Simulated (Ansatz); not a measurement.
Start from `O[SiH2]F` and change one element to get `[OH][SnH2][F]`.

Ansatz, PBE0-D4/def2-TZVP geometries, multiplicity 1. Each molecule was computed in one conformer, which needn't be the lowest.

Elements past krypton have def2 core potentials.

```
                                          property  `O[SiH2]F`
size of the dipole moment (ωB97M-V/def2-TZVPP) / D        1.60
             HOMO energy (ωB97M-V/def2-TZVPP) / eV      -11.63
    size of the dipole moment (PBE/def2-TZVPP) / D        1.55
                LUMO energy (PBE0/def2-TZVPP) / eV        0.37
              HOMO–LUMO gap (PBE0/def2-TZVPP) / eV        9.69
             HOMO–LUMO gap (B3LYP/def2-TZVPP) / eV        9.16
```

(1) Give the same properties after the change, and the shifts. (Best estimate.)

Answers

(1) Ansatz gave: 
| property | `[OH][SnH2][F]` | shift |
| --- | --- | --- |
| size of the dipole moment (ωB97M-V/def2-TZVPP) / D | 2.40 | 0.80 |
| HOMO energy (ωB97M-V/def2-TZVPP) / eV | -11.37 | 0.26 |
| size of the dipole moment (PBE/def2-TZVPP) / D | 2.22 | 0.67 |
| LUMO energy (PBE0/def2-TZVPP) / eV | -0.65 | -1.02 |
| HOMO–LUMO gap (PBE0/def2-TZVPP) / eV | 8.32 | -1.37 |
| HOMO–LUMO gap (B3LYP/def2-TZVPP) / eV | 7.70 | -1.46 |

With PBE0 the HOMO rises by 0.35 eV and the LUMO falls by 1.02 eV, so the gap narrows by about 1.37 eV. PBE moves the HOMO by 0.51 eV and ωB97M-V by 0.26 eV. Dipoles are sizes alone; their direction can turn.

B3LYP here is the variant with VWN-RPA as its local correlation; programs differ in this.
